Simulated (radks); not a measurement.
I-, 54 electrons, occupied as [Xe]. Calculated with a radial shooting solver on a logarithmic mesh with Libxc functionals: scalar-relativistic Kohn-Sham, LDA (Slater exchange, VWN5 correlation), spin-polarised, spherical densities, finite nucleus; Fermi nuclear charge, rms radius 4.75 fm; Watson sphere of charge +1 and radius 5.82 bohr.

Local quantities along the radius. ELF = 1/(1 + alpha^2) is the electron localisation function; alpha = (tau - tau_W)/tau_unif compares the Pauli kinetic energy density with that of the uniform gas (summed over spins); s = |grad rho|/(2 (3 pi^2)^(1/3) rho^(4/3)) is the reduced gradient. tau is taken from the large components.

r (bohr),ELF,alpha,s
0.001957,0.999,0.02472,0.5985
0.002631,0.999,0.02669,0.5544
0.003509,0.999,0.03003,0.5285
0.004718,0.999,0.03583,0.5174
0.006293,0.998,0.04550,0.5212
0.00846,0.996,0.06352,0.5409
0.01128,0.991,0.09790,0.5773
0.01517,0.970,0.1749,0.6337
0.02023,0.889,0.3534,0.6984
0.02699,0.630,0.7663,0.7252
0.03628,0.347,1.373,0.5934
0.04839,0.375,1.291,0.3513
0.06506,0.639,0.7510,0.2894
0.08678,0.752,0.5747,0.3983
0.1167,0.560,0.8865,0.5171
0.1556,0.322,1.451,0.3724
0.2092,0.567,0.8735,0.2201
0.279,0.764,0.5564,0.3990
0.3752,0.499,1.003,0.6892
0.5004,0.209,1.943,0.3653
0.6727,0.702,0.6515,0.2508
0.8973,0.720,0.6240,0.5419
1.206,0.364,1.320,0.7870
1.609,0.328,1.433,0.5983
2.163,0.724,0.6168,0.6143
2.885,0.768,0.5488,0.9208
3.879,0.572,0.8651,1.466
5.174,0.255,1.710,2.541
6.956,0.041,4.816,5.750
9.278,0.002,22.75,16.65

On this mesh the ELF has minima near r = 0.042, 0.16, 0.50, 1.4 bohr, which separate the shells, and maxima near 0.087 (0.75), 0.28 (0.76), 0.78 (0.77), 2.5 (0.78).
